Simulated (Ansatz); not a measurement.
Molecule: sum formula AlN₂OH₅, charge 0, multiplicity 1. SMILES: [NH2][Al]([NH2])[OH]
Structure (B3LYP-D3(BJ)/def2-TZVP (Ansatz, a quantum-chemistry and plane-wave program) minimum search):
```xyz
9

N     -0.9940    -1.4094    -0.3338
Al    -0.0093     0.0189    -0.0026
N      1.6762    -0.1286     0.5227
O     -0.7643     1.5293    -0.2147
H     -0.6904    -2.3656    -0.2541
H     -1.9545    -1.3686    -0.6339
H      2.1619    -1.0003     0.6607
H      2.2899     0.6430     0.7272
H     -0.3467     2.3773    -0.0703
```
Charge 0, spin multiplicity 1.

PBE beside other levels, property by property. Valence correlation only, unless marked. Open shells are spin-unrestricted. Spin-orbit coupling is left out. Non-relativistic. Basis-set limits of correlation are two-point, X^-3; Hartree-Fock from the larger set. The bracket is a focal-point correction in the basis named. Atomisation energies are electronic, to ground-state atoms; the column to compare with has the core term from cc-pwCVTZ added, other frozen-core levels have none. Vertical energies are electronic, to the SCF solution reached for that spin. The coupled-cluster column (Ansatz) is a level with limits of its own: (a) RI-MP2/CBS(aug-cc-pV(T+d)Z,aug-cc-pV(Q+d)Z)+[CCSD(T)-MP2]/aug-cc-pV(T+d)Z; (b) CCSD(T)/CBS(aug-cc-pV(T+d)Z,aug-cc-pV(Q+d)Z).

| property | PBE/def2-TZVPD (Ansatz) | SVWN5/def2-TZVPD (Ansatz) | wB97X-V/def2-TZVPD (Ansatz) | B2PLYP-D3(BJ)/def2-TZVPD (Ansatz + dftd3) | coupled cluster |
|---|---|---|---|---|---|
| atomisation energy (kcal/mol) | 780.7 | 882.7 | 775.5 | 767.5 | 779.6 (b) |
| vertical triplet-singlet gap (eV) | 4.55 | 4.67 | 5.66 | 5.35 | 5.51 (a) |

As the rows show:
- atomisation energy: PBE lies 1.1 kcal/mol above coupled cluster.
- vertical triplet-singlet gap: PBE lies 0.96 eV below coupled cluster.
